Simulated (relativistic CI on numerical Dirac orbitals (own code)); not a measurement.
Ta6+: computed level list

Calculated at this level of theory: Dirac-Coulomb-Breit CI, orbitals from a KLI potential per configuration, model QED, valence Slater integrals scaled by 0.9, configuration energies shifted to the measured levels that pair with them (semi-empirical) (own radial code, finite nucleus).

Configurations in the expansion (outside the closed core [Kr] 4d10): 4f13.5s2.5p6, 4f14.5s2.5p5, 4f12.5s2.5p6.5d, 4f12.5s2.5p6.6s, 4f13.5s2.5p5.5d, 4f11.5s2.5p6.5d2, 4f13.5s2.5p4.5d2, 4f14.5s2.5p4.5d, 4f13.5s2.5p5.5f, 4f14.5s.5p6, 4f13.5s.5p6.5d, 4f13.5s2.5p5.6s, 4f13.5s2.5p5.5g, 4f12.5s2.5p6.6p, 4f14.5s2.5p4.6s, 4f14.5s2.5p4.5f, 4f13.5s2.5p5.6p, 4f14.5s.5p5.5d, 4f13.5s.5p6.5f, 4f11.5s2.5p6.6s2, 4f12.5s2.5p6.6d, 4f12.5s2.5p6.5f, 4f14.5s2.5p4.6p, 4f13.5p6.5d2, 4f13.5s.5p6.5g, 4f14.5s2.5p4.5g, 4f12.5s2.5p5.5d.6p, 4f12.5s2.5p6.7s, 4f12.5s2.5p5.6s2, 4f14.5s.5p5.6p. Levels of other configurations are missing.

The lowest level is 4f13.5s2.5p6 2F°_7/2, with 98 % of that term; Hund's rules for 4f13.5s2.5p6 give 2F° with J = 7/2, in agreement.

| No. | Configuration | Term | J | E (cm⁻¹) | % | Next component (%) | Lifetime (s) |
| --- | --- | --- | --- | --- | --- | --- | --- |
| 1 | 4f13.5s2.5p6 | 2F° | 7/2 | 0 | 98 | 2 4f13.5s2.5p4.5d2 2F° |  |
| 2 | 4f13.5s2.5p6 | 2F° | 5/2 | 15075 | 98 | 2 4f13.5s2.5p4.5d2 2F° | 1.90e-02 |
| 3 | 4f14.5s2.5p5 | 2P° | 3/2 | 57707 | 99 | 1 4f13.5s2.5p4.5d2 2P° | 8.41e-02 |
| 4 | 4f14.5s2.5p5 | 2P° | 1/2 | 133975 | 98 | 1 4f13.5s2.5p4.5d2 2P° | 1.17e-04 |
| 5 | 4f12.5s2.5p6.5d | 4F | 9/2 | 295924 | 79 | 12 4G | 8.34e-07 |
| 6 | 4f12.5s2.5p6.5d | 2K | 15/2 | 302081 | 51 | 39 4K |  |
| 7 | 4f12.5s2.5p6.5d | 4G | 11/2 | 302287 | 68 | 17 4H |  |
| 8 | 4f12.5s2.5p6.5d | 4F | 7/2 | 304670 | 53 | 16 2F | 6.65e-08 |
| 9 | 4f12.5s2.5p6.5d | 4H | 13/2 | 306674 | 34 | 32 4I |  |
| 10 | 4f12.5s2.5p6.5d | 2F | 5/2 | 308353 | 28 | 19 4D | 7.88e-08 |
| 11 | 4f13.5s2.5p5.5d‡ | 4D | 7/2 | 308815 | 53 | 15 4f12.5s2.5p6.5d 4D | 5.91e-06 |
| 12 | 4f12.5s2.5p6.5d | 4K | 17/2 | 309364 | 99 | 1 2L | 1.95e-01 |
| 13 | 4f12.5s2.5p6.5d | 4G | 9/2 | 309790 | 28 | 21 2G | 5.58e-08 |
| 14 | 4f12.5s2.5p6.5d | 2H | 11/2 | 310500 | 28 | 22 2I |  |
| 15 | 4f12.5s2.5p6.5d | 4G | 9/2 | 311131 | 33 | 15 4F | 2.37e-07 |
| 16 | 4f12.5s2.5p6.5d | 4G | 7/2 | 311469 | 21 | 17 4F | 9.14e-08 |
| 17 | 4f12.5s2.5p6.5d | 4F | 5/2 | 313140 | 28 | 13 4f13.5s2.5p5.5d 4F | 1.07e-07 |
| 18 | 4f12.5s2.5p6.5d | 4I | 15/2 | 314067 | 73 | 15 2K | 1.40e-01 |
| 19 | 4f12.5s2.5p6.5d | 4K | 13/2 | 314327 | 41 | 37 4H |  |
| 20 | 4f13.5s2.5p5.5d‡ | 2G | 7/2 | 315399 | 23 | 21 4D | 6.67e-08 |
| 21 | 4f12.5s2.5p6.5d | 2H | 11/2 | 315741 | 25 | 17 4I |  |
| 22 | 4f12.5s2.5p6.5d | 2F | 7/2 | 316576 | 76 | 12 4G | 5.77e-09 |
| 23 | 4f12.5s2.5p6.5d | 4F | 5/2 | 317502 | 40 | 21 4G | 2.09e-07 |
| 24 | 4f12.5s2.5p6.5d | 2I | 13/2 | 317523 | 42 | 25 4K |  |
| 25 | 4f12.5s2.5p6.5d | 2D | 3/2 | 318011 | 41 | 35 4F | 1.49e-07 |
| 26 | 4f12.5s2.5p6.5d | 4G | 11/2 | 318178 | 43 | 18 2H |  |
| 27 | 4f12.5s2.5p6.5d | 4G | 9/2 | 319009 | 15 | 14 4f13.5s2.5p5.5d 4F | 1.22e-06 |
| 28 | 4f13.5s2.5p5.5d‡ | 2D | 5/2 | 319536 | 20 | 19 4D | 1.16e-08 |
| 29 | 4f12.5s2.5p6.5d | 2G | 9/2 | 320309 | 41 | 27 4H | 3.72e-08 |
| 30 | 4f13.5s2.5p5.5d‡ | 4D | 7/2 | 320772 | 37 | 23 4f12.5s2.5p6.5d 4D | 1.60e-08 |

Energies count from the lowest computed level; ° marks odd parity; lifetimes are radiative, by E1, M1, E2 decay to levels of this space only; some are left blank where a channel outside the calculation adds to the decay or the decay crosses a small, uncertain gap. ‡ marks configurations that were not tied to measured data.

The mean weight of the leading LS term, summed over parents, in these 30 levels is 50 %, and that of the leading jj configuration (from the same eigenvectors) 63 %, so jj coupling describes them better and the LS labels are nominal.

Configurations whose levels could be paired with our table of measured levels were shifted onto them, all but the ground configuration, by the median error of their levels; single terms can still be off by 1,000 to 2,000 cm⁻¹ or more, and rates follow the energies as ν³ (E1, M1) or ν⁵ (E2). The others borrow a shift and can be off by several thousand cm⁻¹ or more. Levels and lines within the n = 5 or 6 shells can be off by up to 10 % or somewhat more, and those that change n by about 2 %, since core polarisation is missing. 4 of the 41 excited levels that our extract of the measured tables holds in this range could be paired (the sources list more); they are missed by 173 cm⁻¹ on average and 304 at most, after the shifts were fitted to these levels, and levels without a partner can miss by more. Levels that differ in their count of f electrons can be misplaced by several ten thousand cm⁻¹, since the correlation energy of f electrons is missing or only estimated; rates across such gaps can be off by orders of magnitude.

LS names give the leading component of a level, which can be under half, so a name can repeat, a term be missing and a line seem to break the LS rules.
